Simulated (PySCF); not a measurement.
H₈N₂OSi₂, SMILES O([SiH2]N)[SiH2]N.

Geometry: B3LYP-D3(BJ)/def2-SVP. One conformer was computed; it need not be the lowest.

Two levels are set side by side: TDA-PBE/def2-SVPD (PySCF) and TDA-LC-ωPBE/def2-SVPD (PySCF). Vertical, same geometry. The lowest singlet is HOMO→LUMO 98 % with PBE and HOMO→LUMO 71 %, HOMO−1→LUMO+1 14 % with the other functional; states are paired by order. Differences are taken from unrounded values.

```json
[
 {"quantity": "lowest singlet excitation (eV)", "TDA-LC-ωPBE": "7.19", "TDA-PBE": "5.59", "TDA-PBE minus TDA-LC-ωPBE": "-1.60"},
 {"quantity": "lowest triplet excitation (TDA) (eV)", "TDA-LC-ωPBE": "6.71", "TDA-PBE": "5.35", "TDA-PBE minus TDA-LC-ωPBE": "-1.36"},
 {"quantity": "first bright state (f over 0.05) (eV)", "TDA-LC-ωPBE": "7.19", "TDA-PBE": "5.59", "TDA-PBE minus TDA-LC-ωPBE": "-1.60"},
 {"quantity": "its oscillator strength", "TDA-LC-ωPBE": "0.12", "TDA-PBE": "0.07", "TDA-PBE minus TDA-LC-ωPBE": "-0.05"}
]
```

A lower first singlet is the usual sign of a functional without exact exchange. Differences between two approximate levels are no errors against the true value.

Rough cost on one machine, each run with all the roots and properties that it gave: TDA-LC-ωPBE against TDA-PBE about 3 times.
